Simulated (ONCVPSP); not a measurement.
What one change does to a pseudopotential (Au, ONCV)

- Element: gold (Au)
- Generator: ONCVPSP 4.0.1
- Type: optimised norm-conserving Vanderbilt (ONCV)
- Functional: PW91
- Relativity: scalar-relativistic
- Frozen core: [Kr] 4d10
- Valence charge: 33
- Reference configuration: 4f14 5s2 5p6 5d10 6s1
- Partial waves: 5s+6s: rc 1.55 bohr, ncon 5, nbas 8, qcut 7.4 1/bohr, 2 projectors; 5p: rc 1.70 bohr, ncon 3, nbas 8, qcut 9.7 1/bohr, 2 projectors, debl 2.2 Ha; 5d: rc 2.35 bohr, ncon 4, nbas 9, qcut 7.9 1/bohr, 2 projectors, debl 3.9 Ha; 4f: rc 0.45 bohr, ncon 4, nbas 8, qcut 24.6 1/bohr, 2 projectors, debl 2.8 Ha
- Local potential: polynomial inside 0.40 bohr (lpopt 2, dvloc0 -1 Ha)
- Core correction: none

In the f channel the program set the typed energies aside and used -2.985, 0.250 Ha.

Change: all radii scaled by about 1.16 (s 1.80, p 1.96, d 2.72, f 0.52 bohr); local potential polynomial inside 0.46 bohr (lpopt 2, dvloc0 -1 Ha).

Cutoffs: the cutoffs (Ha) at which the residual kinetic energy of the hardest occupied pseudo-wave falls to 1 and 0.1 mHa per electron; they do not see the model core or the augmentation charge, which bear on the density cutoff. Errors are all-electron minus pseudo energies relative to the spin-unpolarised reference configuration.

Q: How do hardness, ghosts and transferability respond?

A: The potential gets softer (1371 Ha and 1820 Ha → 958 Ha and 1240 Ha); both files keep a bound ghost (d, p, s); of the 4 tests that both files solve, the error grows in 4 and shrinks in 0 by more than 15 % and 0.3 meV (median size 5.6 → 18.4 meV). A larger radius leaves more room for a smooth pseudo-wave, so fewer plane waves are needed. More of the atom is replaced by a form fitted at one configuration, so other configurations suffer.

| quantity | base | changed |
| --- | --- | --- |
| cutoff, loose | 1371 Ha | 958 Ha |
| cutoff, tight | 1820 Ha | 1240 Ha |
| loose cutoff by channel | s 26 Ha, p 25 Ha, d 18 Ha, f 1371 Ha | s 21 Ha, p 15 Ha, d 16 Ha, f 958 Ha |
| bound ghosts | s, p, d | s, p, d |
| GHOST(+) flags under 300 eV | s at 257.9 eV | none |
| largest miss of a reference level, eV | 0.08 | 0.03 |
| error for 4f14 5s2 5p6 5d10 6s0, meV [ΔE 9.49 eV] | -3.9 | -4.8 |
| error for 4f14 5s2 5p6 5d9 6s0, meV [ΔE 30.78 eV] | -7.3 | -9.3 |
| error for 4f14 5s2 5p6 5d8 6s0, meV [ΔE 64.73 eV] | -3.3 | +27 |
| error for 4f14 5s1 5p6 5d10 6s1, meV [ΔE 115.36 eV] | -255 | -569 |

 A true bound ghost makes a file unfit for plane-wave use even where its test errors are small: the radial tests pick states by their node count and pass the ghost by.
